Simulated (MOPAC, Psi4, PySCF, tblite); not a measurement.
Interaction energy of CH4 ··· CF4 (SMILES C and FC(F)(F)F). Monomers: optimised at B3LYP-D3(BJ) (def2-TZVP), held rigid. Orientation: a random orientation, not optimised. Only R, the distance of the centres of mass, is varied, so the lowest point isn't the relaxed dimer.

Geometry at R = 4.60 Å (first 5 atoms: monomer A):
```
10

C      0.0000     0.0000     0.0000
H     -0.0390     0.1355     1.0800
H     -0.6809    -0.7989    -0.2905
H     -0.2948     0.9254    -0.4929
H      1.0147    -0.2620    -0.2966
F     -1.0494    -1.6147     5.1735
C     -0.1834    -0.8560     4.5159
F     -0.0964    -1.2713     3.2597
F     -0.5950     0.4045     4.5371
F      1.0072    -0.9423     5.0934
```

AM1, restricted, heats of formation (MOPAC); RKS-M06-2X/6-31G* = restricted M06-2X/6-31G*, spherical d, no counterpoise correction (PySCF); GFN2-xTB (tblite); SAPT0/jun-cc-pVDZ, frozen core (Psi4).

Interaction energies in kJ/mol; the last columns give the difference from SAPT0:

```json
[
 {"R / Å": "4.01", "AM1": "5.53", "RKS-M06-2X/6-31G*": "3.76", "GFN2-xTB": "9.80", "SAPT0/jun-cc-pVDZ": "11.31", "AM1 − SAPT0/jun-cc-pVDZ": "-5.78", "RKS-M06-2X/6-31G* − SAPT0/jun-cc-pVDZ": "-7.56", "GFN2-xTB − SAPT0/jun-cc-pVDZ": "-1.52"},
 {"R / Å": "4.22", "AM1": "1.28", "RKS-M06-2X/6-31G*": "-0.97", "GFN2-xTB": "3.05", "SAPT0/jun-cc-pVDZ": "4.58", "AM1 − SAPT0/jun-cc-pVDZ": "-3.30", "RKS-M06-2X/6-31G* − SAPT0/jun-cc-pVDZ": "-5.55", "GFN2-xTB − SAPT0/jun-cc-pVDZ": "-1.53"},
 {"R / Å": "4.42", "AM1": "-0.16", "RKS-M06-2X/6-31G*": "-2.52", "GFN2-xTB": "0.27", "SAPT0/jun-cc-pVDZ": "1.64", "AM1 − SAPT0/jun-cc-pVDZ": "-1.80", "RKS-M06-2X/6-31G* − SAPT0/jun-cc-pVDZ": "-4.16", "GFN2-xTB − SAPT0/jun-cc-pVDZ": "-1.36"},
 {"R / Å": "4.60", "AM1": "-0.43", "RKS-M06-2X/6-31G*": "-2.88", "GFN2-xTB": "-0.74", "SAPT0/jun-cc-pVDZ": "0.41", "AM1 − SAPT0/jun-cc-pVDZ": "-0.84", "RKS-M06-2X/6-31G* − SAPT0/jun-cc-pVDZ": "-3.30", "GFN2-xTB − SAPT0/jun-cc-pVDZ": "-1.15"},
 {"R / Å": "4.78", "AM1": "-0.30", "RKS-M06-2X/6-31G*": "-2.80", "GFN2-xTB": "-1.09", "SAPT0/jun-cc-pVDZ": "-0.14", "AM1 − SAPT0/jun-cc-pVDZ": "-0.15", "RKS-M06-2X/6-31G* − SAPT0/jun-cc-pVDZ": "-2.66", "GFN2-xTB − SAPT0/jun-cc-pVDZ": "-0.95"},
 {"R / Å": "5.04", "AM1": "-0.01", "RKS-M06-2X/6-31G*": "-2.26", "GFN2-xTB": "-1.13", "SAPT0/jun-cc-pVDZ": "-0.40", "AM1 − SAPT0/jun-cc-pVDZ": "0.40", "RKS-M06-2X/6-31G* − SAPT0/jun-cc-pVDZ": "-1.86", "GFN2-xTB − SAPT0/jun-cc-pVDZ": "-0.72"},
 {"R / Å": "5.32", "AM1": "0.13", "RKS-M06-2X/6-31G*": "-1.43", "GFN2-xTB": "-0.96", "SAPT0/jun-cc-pVDZ": "-0.41", "AM1 − SAPT0/jun-cc-pVDZ": "0.53", "RKS-M06-2X/6-31G* − SAPT0/jun-cc-pVDZ": "-1.03", "GFN2-xTB − SAPT0/jun-cc-pVDZ": "-0.55"},
 {"R / Å": "5.61", "AM1": "0.12", "RKS-M06-2X/6-31G*": "-0.71", "GFN2-xTB": "-0.76", "SAPT0/jun-cc-pVDZ": "-0.33", "AM1 − SAPT0/jun-cc-pVDZ": "0.44", "RKS-M06-2X/6-31G* − SAPT0/jun-cc-pVDZ": "-0.38", "GFN2-xTB − SAPT0/jun-cc-pVDZ": "-0.43"},
 {"R / Å": "6.11", "AM1": "0.04", "RKS-M06-2X/6-31G*": "-0.13", "GFN2-xTB": "-0.48", "SAPT0/jun-cc-pVDZ": "-0.20", "AM1 − SAPT0/jun-cc-pVDZ": "0.24", "RKS-M06-2X/6-31G* − SAPT0/jun-cc-pVDZ": "0.06", "GFN2-xTB − SAPT0/jun-cc-pVDZ": "-0.28"},
 {"R / Å": "6.83", "AM1": "0.01", "RKS-M06-2X/6-31G*": "-0.01", "GFN2-xTB": "-0.25", "SAPT0/jun-cc-pVDZ": "-0.09", "AM1 − SAPT0/jun-cc-pVDZ": "0.10", "RKS-M06-2X/6-31G* − SAPT0/jun-cc-pVDZ": "0.08", "GFN2-xTB − SAPT0/jun-cc-pVDZ": "-0.16"},
 {"R / Å": "7.81", "AM1": "0.00", "RKS-M06-2X/6-31G*": "-0.01", "GFN2-xTB": "-0.12", "SAPT0/jun-cc-pVDZ": "-0.04", "AM1 − SAPT0/jun-cc-pVDZ": "0.04", "RKS-M06-2X/6-31G* − SAPT0/jun-cc-pVDZ": "0.03", "GFN2-xTB − SAPT0/jun-cc-pVDZ": "-0.08"},
 {"R / Å": "9.13", "AM1": "0.00", "RKS-M06-2X/6-31G*": "-0.01", "GFN2-xTB": "-0.05", "SAPT0/jun-cc-pVDZ": "-0.01", "AM1 − SAPT0/jun-cc-pVDZ": "0.02", "RKS-M06-2X/6-31G* − SAPT0/jun-cc-pVDZ": "0.00", "GFN2-xTB − SAPT0/jun-cc-pVDZ": "-0.04"}
]
```

AM1 is furthest from SAPT0/jun-cc-pVDZ at 4.01 (-5.78 kJ/mol, below); its mean absolute difference over the points is 1.14 kJ/mol.

RKS-M06-2X/6-31G* is furthest from SAPT0/jun-cc-pVDZ at 4.01 (-7.56 kJ/mol, below); its mean absolute difference over the points is 2.22 kJ/mol.

GFN2-xTB is furthest from SAPT0/jun-cc-pVDZ at 4.22 (-1.53 kJ/mol, below); its mean absolute difference over the points is 0.73 kJ/mol.
